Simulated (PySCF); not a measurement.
A species of formula C6H17PSi has this rotational fingerprint, computed with PBE0/pcSseg-1 in PySCF (dipole) on a GFN2-xTB geometry, gas phase:

| Property | Result |
| --- | --- |
| Rotational constants | A = 2184, B = 698.4, C = 613.0 MHz |
| Dipole components | \|μa\| = 0.48 D, \|μb\| = 1.06 D, \|μc\| = 0.95 D |
| Inertial defect | -130.64 u·Å² |
| κ | -0.89 |

Task: Which structure is it? (One computed conformer of each.)
A. `[CH3:1][CH2:2][PH:3][CH2:4][Si:5]([CH3:6])([CH3:7])[CH3:8]` with C1–C2–P3–C4 -167°, C2–P3–C4–Si5 169°
B. `[CH3:1][CH2:2][CH2:3][CH2:4][P:5]([SiH3:6])[CH2:7][CH3:8]` with C1–C2–C3–C4 178°, C2–C3–C4–P5 -58°, C3–C4–P5–Si6 -171°, C4–P5–C7–C8 -48°
C. `[CH2:1]=[P@:2]([CH3:3])([CH2:4][SiH3:5])[CH:6]([CH3:7])[CH3:8]` with C1–P2–C4–Si5 -73°, C1–P2–C6–C7 -59°
D. `[CH3:1][CH:2]([CH3:3])[CH2:4][P:5]([CH3:6])[CH2:7][SiH3:8]` with C1–C2–C4–P5 174°, C2–C4–P5–C6 -173°, C4–P5–C7–Si8 -39°
E. `[CH3:1][SiH2:2][P:3]([CH3:4])[C:5]([CH3:6])([CH3:7])[CH3:8]` with C1–Si2–P3–C4 156°

Result: B. It is CCCCP([SiH3])CC, an asymmetric top, point group C1. The candidates at the same level (rigid rotor, commonest isotopes):

```
                 SMILES  A (MHz)  B (MHz)  C (MHz)  μa (D)  μb (D)  μc (D)  Δ (u·Å²)  point group                        rotor
      CC(C)CP(C)C[SiH3]     1612    914.0    717.6    0.12    0.38    0.47   -162.23           C1               asymmetric top
        CCCCP([SiH3])CC     2184    698.4    613.0    0.48    1.06    0.95   -130.64           C1               asymmetric top
        CCPC[Si](C)(C)C     2611    586.0    578.4    0.11    1.14    0.42   -182.22           C1  near-prolate asymmetric top
    C[SiH2]P(C)C(C)(C)C     1866    994.8    830.8    0.71    0.26    0.77   -170.58           C1               asymmetric top
C=[P@](C)(C[SiH3])C(C)C     1654     1038    842.3    1.10    2.67    1.61   -192.57           C1               asymmetric top
```

`C=[P@](C)(C[SiH3])C(C)C` has B 49 % too high; `CC(C)CP(C)C[SiH3]` has B 31 % too high; `C[SiH2]P(C)C(C)(C)C` has B 42 % too high; `CCPC[Si](C)(C)C` has A 20 % too high. No structure here is proved a minimum.
